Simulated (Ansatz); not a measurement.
Cost and result for the atomization energy of `[GeH3][SiH2][GeH2][SiH2][GeH2][GeH3]` (20 atoms, 19 bonds).

```xyz
20

Ge    0.160    1.837    2.034
Si    0.301   -0.506    2.429
Ge   -0.968   -1.773    0.858
Si    0.277   -2.147   -1.136
Ge    1.129   -0.077   -1.939
Ge   -0.687    1.504   -2.216
H    -1.312    2.280    1.993
H     0.873    2.611    3.157
H     0.817    2.220    0.697
H    -0.199   -0.775    3.806
H     1.726   -0.935    2.367
H    -1.369   -3.123    1.485
H    -2.265   -1.013    0.521
H    -0.594   -2.762   -2.176
H     1.393   -3.088   -0.840
H     2.145    0.478   -0.924
H     1.860   -0.262   -3.283
H    -1.551    1.092   -3.420
H    -1.579    1.508   -0.963
H    -0.159    2.929   -2.448
```

Total charge 0; spin multiplicity 1. Correlated methods include outer-core shells of Ge, which these sets cover unevenly. Scalar relativity is left out up to krypton. All single points use the PBE0-D4/def2-TZVP geometry. It is one conformer, not always the lowest. Program: Ansatz. All runs use 6 threads of an AMD EPYC 7R13 on a shared host and a share of an NVIDIA H100 80 GB. Times are those of one run each, without the atoms' runs, and a repeat can differ threefold. Electronic energies, without spin–orbit coupling; frozen cores. CCSD(T)/CBS adds CCSD(T) − MP2 in def2-TZVPP to the MP2 limit, and its time is that of the two runs behind it. T1 = 0.012. With those shells the extrapolation isn't a true limit. B3LYP takes the VWN-RPA correlation (the form of Gaussian; ORCA's B3LYP/G).

CCSD(T)/CBS is a level of theory with its own doubt, some kJ/mol a heavy atom from the limit and from the frozen cores, so smaller differences don't rank the functionals.

| level | functions | wall time | atomization (kJ/mol) | difference from CCSD(T)/CBS | per bond |
| --- | --- | --- | --- | --- | --- |
| BLYP-D4/def2-TZVPP | 472 | 1.8 s | 5306.8 | -159.0 | -8.4 |
| revPBE-D4/def2-TZVPP | 472 | 1.9 s | 5261.6 | -204.2 | -10.7 |
| r2SCANh-D4/def2-TZVPP | 472 | 1.9 s | 5433.5 | -32.3 | -1.7 |
| BHLYP-D4/def2-TZVPP | 472 | 2 s | 5370.7 | -95.1 | -5.0 |
| PBE0-D4/def2-TZVPP | 472 | 2.1 s | 5358.0 | -107.8 | -5.7 |
| CAM-B3LYP-D4/def2-TZVPP | 472 | 2.1 s | 5418.1 | -47.7 | -2.5 |
| r2SCAN-D4/def2-TZVPP (with forces) | 472 | 2.2 s | 5445.8 | -20.0 | -1.1 |
| B3LYP-D4/def2-TZVPP (with forces) | 472 | 2.6 s | 5394.7 | -71.1 | -3.7 |
| B97M-V/def2-TZVPP | 472 | 2.7 s | 5513.6 | 47.8 | 2.5 |
| CCSD(T)/def2-SVP | 234 | 3.8 s | 5082.2 | -383.6 | -20.2 |
| MP2/def2-QZVPP | 916 | 8.5 s | 5319.6 | -146.2 | -7.7 |
| CCSD(T)/def2-TZVPP | 472 | 45 s | 5369.2 | -96.6 | -5.1 |
| CCSD(T)/CBS(def2) | – | 53 s | 5465.8 | 0.0 | 0.0 |

In def2-TZVPP, CCSD(T) changes the Hartree–Fock value by +1349.0 kJ/mol (the triples alone add +57.1 kJ/mol) and MP2 by +1245.1 kJ/mol; breaking electron pairs costs correlation energy, which Hartree–Fock lacks. From PBE to PBE0 (25 % exact exchange), in def2-TZVPP and without D4, the atomization energy moves by +19.0 kJ/mol. At CCSD(T), def2-SVP lies −383.6 kJ/mol from the extrapolated value and def2-TZVPP −96.5 kJ/mol: correlation converges slowly with the basis, and small sets miss more of it in the bonded molecule than in its fragments.
